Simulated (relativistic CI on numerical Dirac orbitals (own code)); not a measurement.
Lu¹²⁺: q coefficients and field-shift factors

Calculated at this level of theory: Dirac-Coulomb-Breit CI, KLI orbitals optimised for each configuration, derivatives by finite differences, unscaled Slater integrals, QED left out (own radial code, finite nucleus).

Configurations in the expansion (outside the closed core [Kr]): 4d10 4f11 5s2, 4d10 4f13, 4d10 4f11 5s 5p, 4d10 4f12 5s, 4d10 4f12 5p, 4d10 4f11 5s 6s, 4d10 4f12 5f, 4d9 4f13 5s. The list is cut by size and lacks configurations that can hold low levels.

With x = (α/α₀)² − 1 an excitation energy changes as ω = ω₀ + qx; K = 2q/ω₀ is the relative enhancement. Terms are leading LS components, so labels can repeat. The field-shift factor is F = δν/δ⟨r²⟩ for the transition from the lowest level.

Lowest level 4d10 4f11 5s2 4I°_15/2.

```csv
Level,ω₀ (cm⁻¹),q (cm⁻¹),F (GHz/fm²)
4d10 4f11 5s2 4I°_13/2,10252.7,9855,0.561
4d10 4f11 5s2 4I°_11/2,15915.7,11080,0.708
4d10 4f11 5s2 4I°_9/2,19466.4,8384,0.664
4d10 4f11 5s2 4F°_9/2,25322.3,5406,0.644
4d10 4f11 5s2 2H°_11/2,30744.6,7772,0.84
4d10 4f11 5s2 4S°_3/2,31282.2,2364,0.627
4d10 4f11 5s2 4F°_7/2,34338.7,9395,0.951
4d10 4f11 5s2 4F°_5/2,37171.9,9539,1.01
4d10 4f11 5s2 4F°_3/2,37548.0,9328,1
4d10 4f11 5s2 4F°_9/2,38750.1,15130,1.26
4d10 4f11 5s2 2K°_15/2,42598.0,6867,1.01
4d10 4f11 5s2 4G°_11/2,43704.5,8971,1.1
4d10 4f11 5s2 2G°_7/2,45256.1,10730,1.2
```

At this charge energies of transitions that change n are usually good to better than 1 %, and those within a shell (Δn = 0) to a few per cent. Terms inside the open d or f shell come out 10 to 20 % too wide with unscaled integrals. Levels and lines within the n = 5 or 6 shells can be off by up to 10 % or somewhat more, and those that change n by about 2 %, since core polarisation is missing.

(1) Which transition from the lowest level has the largest |K|?

Answers

(1) 4d10 4f11 5s2 4I°_13/2 at 10252.7 cm⁻¹, K = 1.92.
